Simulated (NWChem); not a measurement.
Program: NWChem. System: H₃ClPbSi, charge 0, spin multiplicity 1, displaced from the optimised geometry. The structure started from a generated list of species.

Input file:

```
start mol
memory heap 100 mb stack 700 mb global 1900 mb
geometry units angstroms nocenter noautoz noautosym
  Pb     0.104948    -0.550597     0.000000
  Cl     1.620671     1.432961     0.000000
  Si    -2.055211     1.159361     0.000000
  H     -1.995225     2.039326     1.212203
  H     -3.286674     0.533344     0.000000
  H     -1.995225     2.039326    -1.212203
end
basis spherical
  * library def2-svp
end
ecp
  Pb library def2-ecp
end
scf
  rhf
  nopen 0
  maxiter 100
  thresh 1e-7
  semidirect memsize 60000000 filesize 0
end
tce
  freeze core 14
  cr-ccsd(t)
  2eorb
  2emet 13
  thresh 1e-6
  maxiter 100
  tilesize 24
end
task tce energy
```

The output up to the point where the run's verdict is printed (cleaned and shortened):

```
             Northwest Computational Chemistry Package (NWChem) 7.3.0
             --------------------------------------------------------

                                NWChem Input Module
                                -------------------

 Scaling coordinates for geometry "geometry" by  1.889725989
 (inverse scale =  0.529177249)

                             Geometry "geometry" -> ""
                             -------------------------

 Output coordinates in angstroms (scale by  1.889725989 to convert to a.u.)

  No.       Tag          Charge          X              Y              Z
 ---- ---------------- ---------- -------------- -------------- --------------
    1 Pb                  82.0000     0.10494800    -0.55059700     0.00000000
    2 Cl                  17.0000     1.62067100     1.43296100     0.00000000
    3 Si                  14.0000    -2.05521100     1.15936100     0.00000000
    4 H                    1.0000    -1.99522500     2.03932600     1.21220300
    5 H                    1.0000    -3.28667400     0.53334400     0.00000000
    6 H                    1.0000    -1.99522500     2.03932600    -1.21220300

 Effective nuclear repulsion energy (a.u.)     609.1980625094

            Nuclear Dipole moment (a.u.)
            ----------------------------
        X                 Y               Z
 ---------------- ---------------- ----------------
     0.2023235130     0.1028634547     0.0000000000


 Summary of "ao basis" -> "" (spherical)
 ------------------------------------------------------------------------------
       Tag                 Description            Shells   Functions and Types
 ---------------- ------------------------------  ------  ---------------------
 *                          def2-svp                  on all atoms

 Summary of "ao basis" -> "ao basis" (spherical)
 ------------------------------------------------------------------------------
       Tag                 Description            Shells   Functions and Types
 ---------------- ------------------------------  ------  ---------------------
 Pb                         def2-svp                10       26   4s4p2d
[...]
     2   0 2 0    -45.795997      0.000000    246.391567
     2   0 1 1     -0.000000      0.000000      0.000000
     2   0 0 2    -39.190438      0.000000     10.494902

                   NWChem Extensible Many-Electron Theory Module
                   ---------------------------------------------


            General Information
            -------------------
      Number of processors :     1
         Wavefunction type : Restricted Hartree-Fock
          No. of electrons :    56
           Alpha electrons :    28
            Beta electrons :    28
           No. of orbitals :   154
            Alpha orbitals :    77
             Beta orbitals :    77
        Alpha frozen cores :    14
         Beta frozen cores :    14
     Alpha frozen virtuals :     0
      Beta frozen virtuals :     0
         Spin multiplicity : singlet
    Number of AO functions :    77
       Number of AO shells :    35
        Use of symmetry is : off
      Symmetry adaption is : off
         Schwarz screening : 0.10D-09

          Correlation Information
          -----------------------
          Calculation type : Coupled-cluster singles & doubles w/ perturbation
   Perturbative correction : Completely renormalized (T)
            Max iterations :      100
        Residual threshold : 0.10D-05
     T(0) DIIS level shift : 0.00D+00
     L(0) DIIS level shift : 0.00D+00
     T(1) DIIS level shift : 0.00D+00
     L(1) DIIS level shift : 0.00D+00
     T(R) DIIS level shift : 0.00D+00
     T(I) DIIS level shift : 0.00D+00
   CC-T/L Amplitude update :  5-th order DIIS
                I/O scheme : Global Array Library
        L-threshold :  0.10D-05
        EOM-threshold :  0.10D-05
 no EOMCCSD initial starts read in
 TCE RESTART OPTIONS
 SLICE:      F
 D4D5:       F
 quantumc:   F
 qrotation:  F
 pwtce:      F
 qducc:      F
 nacto:                         0
 nrotv:                         0
 nrot:                          0

            Memory Information
            ------------------
          Available GA space size is     249030871 doubles
          Available MA space size is     104847468 doubles

 Maximum block size supplied by input
 Maximum block size        24 doubles

 tile_dim =     17

 -------------------------------------------------

 Global array virtual files algorithm will be used

 Parallel file system coherency ......... OK

 4-electron integrals stored in orbital form

 v2    file size   =          3394399
 4-index algorithm nr.  13 is used
 imaxsize =       30
 imaxsize ichop =        0


CCSD iterations
 ---------------------------------------------------------
 Iter          Residuum       Correlation     Cpu    Wall
 ---------------------------------------------------------
    1   0.1397741076377  -0.3197359047736     1.1     1.1
    2   0.0397651227900  -0.3544710979902     1.1     1.1
    3   0.0141822753553  -0.3623478555044     1.2     1.2
    4   0.0059223740528  -0.3646479094216     1.0     1.0
    5   0.0026639322673  -0.3655036931752     1.3     1.3
    6   0.0006996965185  -0.3660657715430     1.0     1.0
    7   0.0004730655605  -0.3660591357002     1.2     1.2
    8   0.0002276521337  -0.3660777289062     1.1     1.1
    9   0.0001758210683  -0.3660796757394     1.0     1.0
   10   0.0000991952747  -0.3660853985747     1.1     1.1
   11   0.0000226438412  -0.3660918588126     1.1     1.1
   12   0.0000115344985  -0.3660919055021     1.0     1.0
   13   0.0000067411480  -0.3660920058679     1.1     1.1
   14   0.0000044033667  -0.3660918908885     1.0     1.0
   15   0.0000027691457  -0.3660918563434     1.2     1.2
   16   0.0000006337197  -0.3660917266210     1.2     1.2
 -----------------------------------------------------------------
 Iterations converged
 CCSD correlation energy / hartree =        -0.366091726621040
 CCSD total energy / hartree       =      -942.175514624891889

 Singles contributions

 Doubles contributions
 CR-CCSD(T)
```

The program stopped with an error. NWChem stopped with the message: ccsd_t 3.
